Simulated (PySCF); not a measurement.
**Working out the ionisation energy of Pr**

Pr [Xe] 4f3 6s2 (high-spin determinant) → Pr⁺ [Xe] 4f3 6s1 (high-spin determinant). All numbers are calculated (PySCF 2.14, scalar relativity by spin-free X2C-1e, in ANO-RCC-VTZP). Frozen: [Ar] 3d10. Energies in hartree (1 hartree = 27.21139 eV):

| part | Pr (lower) | Pr⁺ (upper) |
| --- | --- | --- |
| UHF | -9232.658045 | -9232.494631 |
| MP2 opposite-spin | -0.571473 | -0.544074 |
| MP2 same-spin | -0.324835 | -0.318527 |

Problem. What does Hartree-Fock give?

Solution. (-9232.494631) − (-9232.658045) = 0.163414 hartree = 4.447 eV.

Problem. What do MP2 and SCS-MP2 (6/5 opposite-spin, 1/3 same-spin) give?

Solution. The opposite-spin parts differ by 0.746 eV and the same-spin parts by 0.172 eV. MP2: 4.447 + (0.746) + (0.172) = 5.365 eV. SCS-MP2: 4.447 + 1.2 × (0.746) + (0.172)/3 = 5.400 eV.

A first-order spin-orbit estimate adds -0.001 eV to MP2 (valence and next inner shell), giving 5.364 eV against 5.470 eV (semi-empirical (NIST evaluation); NIST Atomic Spectra Database, ionization energies).

One determinant mixes LS terms, so it does not stand for a single term.

What remains against the reference includes basis incompleteness, the frozen core and correlation beyond second order.
